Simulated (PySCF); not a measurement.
A calculated (UHF, PySCF 2.14, x2c-TZVPPall with one added diffuse shell each of s, p, d type, the spin-free X2C one-electron Hamiltonian (Gaussian nucleus)) atom or ion has these occupied shells.

```json
{"shell": "1s α", "electrons": "1", "orbital energy (eV)": "-11180.5", "rms radius, mean of both spins (bohr)": "0.0542"}
{"shell": "1s β", "electrons": "1", "orbital energy (eV)": "-11180.2", "rms radius, mean of both spins (bohr)": "0.0542"}
{"shell": "2s α", "electrons": "1", "orbital energy (eV)": "-1455.1", "rms radius, mean of both spins (bohr)": "0.227"}
{"shell": "2s β", "electrons": "1", "orbital energy (eV)": "-1454.8", "rms radius, mean of both spins (bohr)": "0.227"}
{"shell": "2p α", "electrons": "3", "orbital energy (eV)": "-1267.1", "rms radius, mean of both spins (bohr)": "0.203"}
{"shell": "2p β", "electrons": "3", "orbital energy (eV)": "-1266.9", "rms radius, mean of both spins (bohr)": "0.203"}
{"shell": "3s α", "electrons": "1", "orbital energy (eV)": "-202.86", "rms radius, mean of both spins (bohr)": "0.668"}
{"shell": "3s β", "electrons": "1", "orbital energy (eV)": "-202.07", "rms radius, mean of both spins (bohr)": "0.668"}
{"shell": "3p α", "electrons": "3", "orbital energy (eV)": "-143.20", "rms radius, mean of both spins (bohr)": "0.700"}
{"shell": "3p β", "electrons": "3", "orbital energy (eV)": "-142.62", "rms radius, mean of both spins (bohr)": "0.700"}
{"shell": "3d α", "electrons": "5", "orbital energy (eV)": "-44.788", "rms radius, mean of both spins (bohr)": "0.814"}
{"shell": "3d β", "electrons": "5", "orbital energy (eV)": "-44.477", "rms radius, mean of both spins (bohr)": "0.814"}
{"shell": "4s α", "electrons": "1", "orbital energy (eV)": "-20.537", "rms radius, mean of both spins (bohr)": "2.32"}
{"shell": "4p α", "electrons": "3", "orbital energy (eV)": "-9.300", "rms radius, mean of both spins (bohr)": "2.94"}
```

Q: Name the element and its charge.

A: Ge (germanium, neutral), in [Ar] 3d10 4s1 4p3, high-spin 5S determinant (an excited configuration).
